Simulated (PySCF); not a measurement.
PySCF 2.14 output of an unrestricted B97-3 calculation on a single atom or ion in x2c-TZVPPall with one added diffuse shell each of s, p, d type (7s6p5d1f, 57 functions), with scalar relativity by spin-free X2C-1e:

```
SCF conv_tol = 1e-09
number electrons alpha = 17  beta = 14
    T. W. Keal and D. J. Tozer.,  J. Chem. Phys. 123, 121103 (2005)
cycle= 1 E= -1943.25504668471  delta_E= -0.00611  |g|= 0.144  |ddm|= 0.176
cycle= 2 E= -1943.25351225982  delta_E= 0.00153  |g|= 0.178  |ddm|= 0.122
cycle= 3 E= -1943.2578249719  delta_E= -0.00431  |g|= 0.00299  |ddm|= 0.0598
cycle= 4 E= -1943.25782829223  delta_E= -3.32e-06  |g|= 0.000311  |ddm|= 0.00578
cycle= 5 E= -1943.25782842415  delta_E= -1.32e-07  |g|= 0.000819  |ddm|= 0.00119
cycle= 6 E= -1943.25782835176  delta_E= 7.24e-08  |g|= 0.000224  |ddm|= 0.000265
cycle= 7 E= -1943.25782834418  delta_E= 7.58e-09  |g|= 0.000216  |ddm|= 0.000332
cycle= 8 E= -1943.25782833801  delta_E= 6.16e-09  |g|= 0.000222  |ddm|= 5.13e-05
cycle= 9 E= -1943.25782837393  delta_E= -3.59e-08  |g|= 0.000324  |ddm|= 0.00023
cycle= 10 E= -1943.25782843716  delta_E= -6.32e-08  |g|= 0.000877  |ddm|= 0.000195
cycle= 11 E= -1943.25782863458  delta_E= -1.97e-07  |g|= 0.000757  |ddm|= 0.000283
cycle= 12 E= -1943.25782856824  delta_E= 6.63e-08  |g|= 0.00147  |ddm|= 0.000119
cycle= 13 E= -1943.25782841811  delta_E= 1.5e-07  |g|= 0.000705  |ddm|= 0.000211
cycle= 14 E= -1943.25782840541  delta_E= 1.27e-08  |g|= 0.000587  |ddm|= 3.1e-05
cycle= 15 E= -1943.25782841967  delta_E= -1.43e-08  |g|= 0.000718  |ddm|= 3.85e-05
cycle= 16 E= -1943.25782836343  delta_E= 5.62e-08  |g|= 0.000258  |ddm|= 0.000215
cycle= 17 E= -1943.25782834784  delta_E= 1.56e-08  |g|= 0.00021  |ddm|= 0.000113
cycle= 18 E= -1943.25782830361  delta_E= 4.42e-08  |g|= 0.000304  |ddm|= 0.000283
cycle= 19 E= -1943.2578283449  delta_E= -4.13e-08  |g|= 0.000207  |ddm|= 0.000258
cycle= 20 E= -1943.25782833574  delta_E= 9.16e-09  |g|= 0.000215  |ddm|= 6.88e-05
cycle= 21 E= -1943.25782836779  delta_E= -3.2e-08  |g|= 0.000279  |ddm|= 0.000224
cycle= 22 E= -1943.2578284002  delta_E= -3.24e-08  |g|= 0.000539  |ddm|= 0.000131
cycle= 23 E= -1943.257828377  delta_E= 2.32e-08  |g|= 0.000341  |ddm|= 8.54e-05
cycle= 24 E= -1943.25782840538  delta_E= -2.84e-08  |g|= 0.000585  |ddm|= 0.000101
cycle= 25 E= -1943.25782838431  delta_E= 2.11e-08  |g|= 0.000399  |ddm|= 6.84e-05
cycle= 26 E= -1943.25782838415  delta_E= 1.56e-10  |g|= 0.000397  |ddm|= 2.82e-06
cycle= 27 E= -1943.25782838083  delta_E= 3.33e-09  |g|= 0.000371  |ddm|= 1.32e-05
cycle= 28 E= -1943.25782837067  delta_E= 1.02e-08  |g|= 0.000297  |ddm|= 4.86e-05
cycle= 29 E= -1943.25782831131  delta_E= 5.94e-08  |g|= 0.000281  |ddm|= 0.000393
cycle= 30 E= -1943.25782843395  delta_E= -1.23e-07  |g|= 0.000853  |ddm|= 0.000589
cycle= 31 E= -1943.25782844831  delta_E= -1.44e-08  |g|= 0.000986  |ddm|= 2.49e-05
cycle= 32 E= -1943.25782844531  delta_E= 3e-09  |g|= 0.00096  |ddm|= 7.48e-06
cycle= 33 E= -1943.25782839538  delta_E= 4.99e-08  |g|= 0.000495  |ddm|= 0.000117
cycle= 34 E= -1943.2578283689  delta_E= 2.65e-08  |g|= 0.000285  |ddm|= 0.000114
cycle= 35 E= -1943.25782836316  delta_E= 5.73e-09  |g|= 0.000253  |ddm|= 3.45e-05
cycle= 36 E= -1943.25782837162  delta_E= -8.46e-09  |g|= 0.000304  |ddm|= 4.92e-05
cycle= 37 E= -1943.25782836087  delta_E= 1.08e-08  |g|= 0.000243  |ddm|= 6.36e-05
cycle= 38 E= -1943.25782834583  delta_E= 1.5e-08  |g|= 0.000208  |ddm|= 0.000105
cycle= 39 E= -1943.25782836475  delta_E= -1.89e-08  |g|= 0.000262  |ddm|= 0.000134
cycle= 40 E= -1943.25782830536  delta_E= 5.94e-08  |g|= 0.000299  |ddm|= 0.00039
cycle= 41 E= -1943.25782831899  delta_E= -1.36e-08  |g|= 0.000257  |ddm|= 7.69e-05
cycle= 42 E= -1943.25782835545  delta_E= -3.65e-08  |g|= 0.000222  |ddm|= 0.000251
cycle= 43 E= -1943.25782835656  delta_E= -1.11e-09  |g|= 0.000226  |ddm|= 2.07e-05
cycle= 44 E= -1943.25782838363  delta_E= -2.71e-08  |g|= 0.000394  |ddm|= 0.000144
cycle= 45 E= -1943.25782838668  delta_E= -3.05e-09  |g|= 0.000419  |ddm|= 1.15e-05
cycle= 46 E= -1943.25782839163  delta_E= -4.95e-09  |g|= 0.000462  |ddm|= 1.79e-05
cycle= 47 E= -1943.25782843428  delta_E= -4.26e-08  |g|= 0.000857  |ddm|= 0.000112
cycle= 48 E= -1943.25782832609  delta_E= 1.08e-07  |g|= 0.000237  |ddm|= 0.000504
cycle= 49 E= -1943.25782836687  delta_E= -4.08e-08  |g|= 0.000274  |ddm|= 0.00028
cycle= 50 E= -1943.25782851068  delta_E= -1.44e-07  |g|= 0.00145  |ddm|= 0.000322
SCF not converged.
SCF energy = -1943.25782851068 after 50 cycles  <S^2> = 3.7506317  2S+1 = 4.0003158

SCF conv_tol = 1e-09
number electrons alpha = 17  beta = 14
    T. W. Keal and D. J. Tozer.,  J. Chem. Phys. 123, 121103 (2005)
cycle= 1 E= -1943.25584738534  delta_E= -0.00691  |g|= 0.116  |ddm|= 0.14
cycle= 2 E= -1943.25621163878  delta_E= -0.000364  |g|= 0.11  |ddm|= 0.105
cycle= 3 E= -1943.25780390805  delta_E= -0.00159  |g|= 0.00654  |ddm|= 0.035
cycle= 4 E= -1943.25782636382  delta_E= -2.25e-05  |g|= 0.00163  |ddm|= 0.00813
cycle= 5 E= -1943.25782814153  delta_E= -1.78e-06  |g|= 0.000522  |ddm|= 0.00292
cycle= 6 E= -1943.25782860529  delta_E= -4.64e-07  |g|= 0.000433  |ddm|= 0.00107
cycle= 7 E= -1943.25782860527  delta_E= 2.77e-11  |g|= 0.000969  |ddm|= 0.000456
cycle= 8 E= -1943.25782866226  delta_E= -5.7e-08  |g|= 0.000209  |ddm|= 0.000227
cycle= 9 E= -1943.25782865638  delta_E= 5.88e-09  |g|= 0.000477  |ddm|= 0.000132
cycle= 10 E= -1943.25782866055  delta_E= -4.16e-09  |g|= 0.000474  |ddm|= 0.000116
cycle= 11 E= -1943.25782866416  delta_E= -3.62e-09  |g|= 0.000299  |ddm|= 2.56e-05
cycle= 12 E= -1943.25782866648  delta_E= -2.32e-09  |g|= 6.53e-05  |ddm|= 2.68e-05
cycle= 13 E= -1943.25782866662  delta_E= -1.39e-10  |g|= 1.18e-05  |ddm|= 1.11e-05
converged SCF energy = -1943.25782866662  <S^2> = 3.750631  2S+1 = 4.0003155
```

The run itself started from symmetry-adapted Hartree-Fock orbitals and held the occupation by maximum overlap, on a logarithmic radial grid, so the iterations belong to that start.

Problem. Which element, charge and spin multiplicity is this?

Solution. Ga (gallium, neutral), multiplicity 4; the state was [Ar] 3d10 4s1 4p1 4d1, one real determinant (an excited configuration).

⟨L²⟩ = 8.01 against 12 for a pure F term, so this real determinant mixes terms. The outer electron is Rydberg-like, and this basis confines it to a smaller radius and binds it less than a complete one would.
